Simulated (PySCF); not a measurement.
C7H8FS (doublet state).
Cartesian coordinates in Å at the GFN2-xTB level; atoms count from 1:
```
atom  x, y, z in Å
C1     2.4888    0.1481   -1.0144
C2     2.2587    0.0968    0.4832
C3     1.1392    0.0062    1.1140
C4    -0.2867   -0.1037    1.2404
C5    -0.9801   -0.2100   -0.1535
C6    -2.4541   -0.4222    0.0141
F7    -2.7739   -1.6338    0.5613
C8    -3.3660    0.4589   -0.2915
S9    -4.2953    1.6358   -0.7405
H10    3.0925   -0.7069   -1.3142
H11    3.0331    1.0567   -1.2648
H12    1.5503    0.1323   -1.5589
H13    3.1861    0.1454    1.0491
H14   -0.5418   -0.9994    1.8152
H15   -0.6887    0.7683    1.7644
H16   -0.5613   -1.0630   -0.6928
H17   -0.8077    0.7025   -0.7221
```

The hyperfine couplings belong to this conformer and change with its torsions.

Identity: `C/C=[C]\CCC(F)=C=S` [radical].

Method used: UKS B3LYP, pcH-1 on C F H S, non-relativistic, mean-field spin-orbit, GIAO in PySCF. Isolated species at its GFN2-xTB geometry (one conformer only). Couplings are sensitive to structure, and on GFN2-xTB geometries they can be far from those on DFT ones. The SCF solution wasn't tested for stability.

Principal values of hyperfine tensors in MHz (contact, dipolar and spin–orbit terms together), for some of the nuclei:

| atom | isotope | A1 | A2 | A3 |
| --- | --- | --- | --- | --- |
| C3 | 13C | 98.26 | 117.33 | 325.88 |
| H13 | 1H | 134.51 | 135.63 | 151.03 |
| C5 | 13C | 95.07 | 95.22 | 113.24 |
| C1 | 13C | 87.01 | 87.72 | 109.81 |
| H14 | 1H | 33.89 | 35.08 | 50.81 |
| H15 | 1H | 21.02 | 22.38 | 37.58 |
| H10 | 1H | -12.10 | -10.01 | -2.24 |
| H11 | 1H | -11.93 | -9.87 | -2.03 |

**Question.** Give the isotropic coupling of each nucleus in MHz and in mT (g = 2.0019), and the anisotropic part.

**Answer.** a_iso is a third of the trace, T = A − a_iso, and a(mT) = a(MHz)/(g × 13.996). The tensors hold a spin–orbit part: the run splits a_iso into a_FC + a_SO, and T includes its anisotropic share.

```csv
atom,a_iso (MHz),a_FC,a_SO,a_iso (mT),T1,T2,T3
C3,180.49,180.62,-0.13,6.442,-82.23,-63.16,145.39
H13,140.39,140.39,0.00,5.011,-5.88,-4.76,10.64
C5,101.18,101.17,0.01,3.611,-6.11,-5.96,12.07
C1,94.85,94.86,-0.01,3.385,-7.84,-7.12,14.96
H14,39.92,39.93,0.00,1.425,-6.04,-4.85,10.88
H15,26.99,27.00,0.00,0.963,-5.97,-4.61,10.59
H10,-8.12,-8.12,0.00,-0.290,-3.98,-1.89,5.88
H11,-7.95,-7.95,0.00,-0.284,-3.99,-1.93,5.92
```

**Question.** What spin density at the nucleus of C1 lies behind its contact coupling (g_N = 1.40482)?

**Answer.** a_FC = (2μ0/3) gₑ μB g_N μN ρ(0)/(2S·h) = 800.24 MHz × g_N × ρ(0)/(2S), with ρ in bohr⁻³. With a_FC = 94.86 MHz and 2S = 1, ρ(0) = 0.08438 bohr⁻³.

**Question.** C2 (13C, g_N = 1.40482) isn't in the table. Its spin density at the nucleus is -0.02952 bohr⁻³. What is its contact coupling?

**Answer.** By the same relation, a_FC = -33.2 MHz. Its full tensor has the principal values -49.02, -30.70, -19.84 MHz.

**Question.** Name the largest traceless tensor T of the table and describe it.

**Answer.** C3: -82.2, -63.2, 145.4 MHz (the dipolar term alone has -82.1, -63.2, 145.3), rhombic: the two smaller values differ by 13 % of the largest.

**Question.** In a single crystal, with the field along each principal axis of the tensor of C5 in turn, what first-order splitting does this nucleus give (isotropic g, quadrupole terms neglected)?

**Answer.** 2 lines (I = 1/2), spaced by |A_i|/(g × 13.996): 3.39, 3.40, 4.04 mT along the axes of A1, A2 and A3.
